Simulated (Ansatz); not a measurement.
Reaction (SMILES): C[Si](Cl)(Cl)Cl → C[Si](Cl)Cl + Cl atom (the Cl-Si bond at the site shown breaks; other sites are not compared here)
Structures are relaxed separately at B3LYP-D3(BJ)/def2-TZVP in Ansatz (a quantum-chemistry and plane-wave program). Frequencies are from Ansatz.

Wanted: bond dissociation energy (0 K, with B3LYP-D3(BJ) harmonic zero-point energies), in kcal/mol. Valence correlation only, unless marked. UHF or UKS for open shells. No spin-orbit coupling. No relativistic terms. Basis-set limits of correlation are two-point, X^-3; Hartree-Fock from the larger set. [CCSD(T)-MP2]/basis is that difference in the basis named.

| level | program | bond dissociation energy (kcal/mol) |
|---|---|---|
| HF/cc-pV(D+d)Z | Ansatz | 81.2 |

What does RI-MP2/CBS(aug-cc-pV(T+d)Z,aug-cc-pV(Q+d)Z)+[CCSD(T)-MP2]/aug-cc-pV(T+d)Z (Ansatz) give?

113.5 kcal/mol
